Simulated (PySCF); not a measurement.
Run record for `N#C/C=C/C1=CC=CC=N1`: B3LYP/3-21G, energy threshold 1e-08 Eh, full TDDFT, 12 singlets.

Method: TDDFT B3LYP/3-21G, vertical, gas phase, core orbitals frozen in the response (PySCF 2.14.0, density-fitted response routines). Geometry: GFN2-xTB. The command runs a driver script over a list of jobs; the input below is this job's line of settings and its coordinates in Å.

Command:
```bash
OMP_NUM_THREADS=1 python probes_run.py task.json out
```

Input:
```
{"job": {"kind": "uv", "xc": "B3LYP", "basis": "3-21G", "nstates": 12, "ntriplets": 0, "tda": false, "scf": {"conv": 1e-08}}, "charge": 0, "multiplicity": 1}
N      4.905060     0.245817    -0.261042
C      3.765344     0.365974    -0.329404
C      2.373855     0.515960    -0.415927
C      1.515504    -0.307988     0.201386
C      0.074739    -0.149370     0.108197
C     -0.783957    -1.033629     0.767793
C     -2.150192    -0.847283     0.653306
C     -2.618982     0.209717    -0.111062
C     -1.686506     1.034468    -0.728939
N     -0.385954     0.865546    -0.626508
H      2.003538     1.338786    -1.012395
H      1.877028    -1.133512     0.800175
H     -0.381820    -1.845662     1.354655
H     -2.839221    -1.514250     1.151506
H     -3.676061     0.390915    -0.225810
H     -1.999976     1.873453    -1.337342
```

Output:
```
final grid: 143880 points
cycle   1  E = -415.5721309917  dE =  1.679e+00  |g| = 4.579e-01  |ddm| = 4.860e+00
cycle   2  E = -415.4157242035  dE =  1.564e-01  |g| = 9.603e-01  |ddm| = 1.581e+00
cycle   3  E = -415.6234302403  dE = -2.077e-01  |g| = 1.340e-01  |ddm| = 1.022e+00
cycle   4  E = -415.6270027362  dE = -3.572e-03  |g| = 5.885e-02  |ddm| = 1.852e-01
cycle   5  E = -415.6276718017  dE = -6.691e-04  |g| = 2.024e-02  |ddm| = 7.250e-02
cycle   6  E = -415.6277576305  dE = -8.583e-05  |g| = 5.613e-03  |ddm| = 3.237e-02
cycle   7  E = -415.6277666191  dE = -8.989e-06  |g| = 1.292e-03  |ddm| = 8.813e-03
cycle   8  E = -415.6277670542  dE = -4.352e-07  |g| = 4.114e-04  |ddm| = 1.861e-03
cycle   9  E = -415.6277670974  dE = -4.314e-08  |g| = 7.932e-05  |ddm| = 5.689e-04
cycle  10  E = -415.6277670984  dE = -9.601e-10  |g| = 5.009e-05  |ddm| = 1.317e-04
converged SCF energy = -415.6277670984

Static polarisability (au): isotropic 89.755, principal 24.906 79.519 164.842

Singlet excitations
state   eV       nm        f      main configurations
  1   3.9691    312.4   0.00136   H-1->L 0.99
  2   4.7617    260.4   0.55940   H->L 0.86, H->L+1 0.09
  3   5.0450    245.8   0.00303   H-1->L+1 0.99
  4   5.2790    234.9   0.15839   H->L+1 0.51, H-2->L 0.34, H->L 0.11
  5   5.8908    210.5   0.00036   H-4->L 0.95
  6   5.9295    209.1   0.03882   H-2->L 0.47, H->L+1 0.27, H-3->L 0.15
  7   6.2087    199.7   0.05597   H-3->L 0.61, H->L+2 0.14, H->L+1 0.10
  8   6.4567    192.0   0.00712   H-5->L 0.98
  9   6.5298    189.9   0.00001   H-1->L+2 0.97
 10   6.9769    177.7   0.06604   H->L+2 0.54, H-2->L+1 0.17, H-3->L 0.10
 11   7.0740    175.3   0.00003   H->L+3 0.93
 12   7.2697    170.5   0.05752   H-3->L+1 0.50, H-2->L+1 0.28, H-2->L+2 0.16
```

H and L stand for HOMO and LUMO; the number after each pair is its weight.

Give the mean polarisability as a volume in Å³, and the ratio of the largest to the smallest principal value.

89.755 au × 0.148185 = 13.30 Å³; 164.842/24.906 = 6.62.

How does the lowest singlet excitation compare with the HOMO–LUMO gap?

HOMO -6.88 eV and LUMO -2.08 eV give a gap of 4.80 eV; S1 at 3.97 eV lies 0.83 eV below it.

In short: SCF converged in 10 cycles with 102 basis and 862 fitting functions; HOMO -6.88 eV, LUMO -2.08 eV; lowest singlet 3.97 eV; mean polarisability 89.8 au.

On Arm Neoverse V1, one thread, shared host with 32 logical CPUs at a one-minute load of 8.6, this took 21 s (grids of density and orbitals included) and 0.61 GiB of memory at its peak.

Shape of the structure used: `[N:1]#[C:2]/[CH:3]=[CH:4]/[c:5]1[cH:6][cH:7][cH:8][cH:9][n:10]1`: C3–C4–C5–C6 180°.

One conformer stands for the species.
